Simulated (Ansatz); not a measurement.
C2H7As⁺, that is AsMe2H with one electron fewer. Charge 1, multiplicity 2. Geometry PBE-D4/def2-SVP; atoms count from 1.

```
atom   x (Å)   y (Å)   z (Å)
 As1  -0.035  -0.756  -0.427
  C2   0.538  -0.628   1.411
  H3  -0.321  -0.327   2.040
  H4   1.340   0.141   1.454
  H5   0.933  -1.610   1.736
  C6  -0.798   0.871  -1.132
  H7  -1.122   0.697  -2.175
  H8  -0.003   1.648  -1.101
  H9  -1.657   1.172  -0.502
 H10   1.125  -1.209  -1.304
```

(1) Estimate the Mulliken populations from the PBE0/def2-TZVP orbitals of Ansatz.

(2) Where does the spin sit?

(3) And the Mayer bond orders between heavy atoms (over 0.3)?

Results:

(1) 
```csv
atom,charge (e),spin (α − β)
As1,0.40,0.86
C2,-0.42,0.03
H3,0.20,0.00
H4,0.21,0.03
H5,0.21,0.00
C6,-0.42,0.03
H7,0.21,0.00
H8,0.21,0.03
H9,0.20,0.00
H10,0.18,0.02
```
Mulliken values depend strongly on the basis.

(2) Summed by element: As 0.86, C 0.05, H 0.08, of 1 unpaired in all. Largest on single atoms: As1 0.86, H4 0.03, H8 0.03.

(3) As1–C2 1.00 (1.93 Å); As1–C6 1.00 (1.93 Å).
